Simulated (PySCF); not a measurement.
ZrFH3, SMILES [F][ZrH3], multiplicity 1.

Geometry: PBE0-D3(BJ)/def2-TZVP. The multiplicity is an assumed one; no other spin state was optimised. The structure was generated by enumeration; whether it is a known compound was not checked. The def2 effective core potentials stand for the cores of Zr; spin–orbit coupling is left out.

The numbers are results of PBE/def2-TZVPD (PySCF), not measurements.

Symmetry labels are those of the subgroup Cs that the program uses (full group C3v).

Computed valence orbital energies around the gap with their symmetry:
| orbital | symmetry | energy (eV) |
|---|---|---|
| HOMO−7 | A" | -32.99 |
| HOMO−6 | A' | -28.40 |
| HOMO−5 | A' | -11.14 |
| HOMO−4 | A' | -10.72 |
| HOMO−3 | A" | -10.72 |
| HOMO−2 | A' | -7.87 |
| HOMO−1 | A' | -7.24 |
| HOMO | A" | -7.24 |
| LUMO | A' | -3.30 |
| LUMO+1 | A" | -3.30 |
| LUMO+2 | A' | -2.13 |
| LUMO+3 | A" | -1.87 |
